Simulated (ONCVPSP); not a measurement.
PBE ONCV dataset for Ni (Z = 28), scalar-relativistic all-electron reference.

ONCVPSP 4.0.1 input, shortened (lines: element, Z, core and valence counts, functional; n l f; lmax; l rc ep ncon nbas qcut; lloc lpopt rc5 dvloc0; l nproj debl; icmod fcfact rcfact), PBE, scalar-relativistic:

```
  Ni 28.00    3    4        4      upf
    1    0    2.00
    2    0    2.00
    2    1    6.00
    3    0    2.00
    3    1    6.00
    3    2    8.00
    4    0    1.50
    3
    0    1.25    0.00    4    7    9.00
    1    0.85    0.00    3    7    7.80
    2    0.80    0.00    4    8   12.20
    3    1.10    0.24    4    9   11.00
    4    3    0.80    0.00
    0    2    2.10
    1    1    0.50
    2    2    3.60
    3    3    3.90
    2    0.40    0.70
```

* Cutoffs needed: 340 Ha and 393 Ha (the cutoffs (Ha) at which the residual kinetic energy of the hardest occupied pseudo-wave falls to 1 and 0.1 mHa per electron)
* Ghost test: no bound ghost flagged; no localised positive-energy state flagged
* Largest excitation error: +15 meV (all-electron minus pseudo) for 3s2 3p6 3d8 4s0 4p2, out of 4 test configurations
* rms error of d²Exc/dni dnj: 2.53 mHa without and 1.74 mHa with the model core
